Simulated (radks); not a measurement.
Values are calculated unless marked as measured or tabulated.
Question: Successive ionisation energies (eV) of one element, from differences of total energies of ions in their ground configurations, starting at charge 0: 6.309, 11.820, 51.118, 68.273, 86.495, 105.68, 126.30, 147.14, 189.57, 211.50, 592.86, 662.82, 735.38, 810.40, 892.68, 972.39, 1088.8, 1155.1, 5158.0, 5440.1. Code: a radial shooting solver on a logarithmic mesh with Libxc functionals. Model: Dirac Kohn-Sham, PBE, spin-unpolarised, spherical densities, finite nucleus; open shells fill j = l - 1/2 first; Fermi nuclear charge, rms radius 3.4776 fm. Which element is it?

Answer: Calcium (Z = 20). The first species listed is Ca in [Ar] 4s2, the last Ca19+ in 1s1.
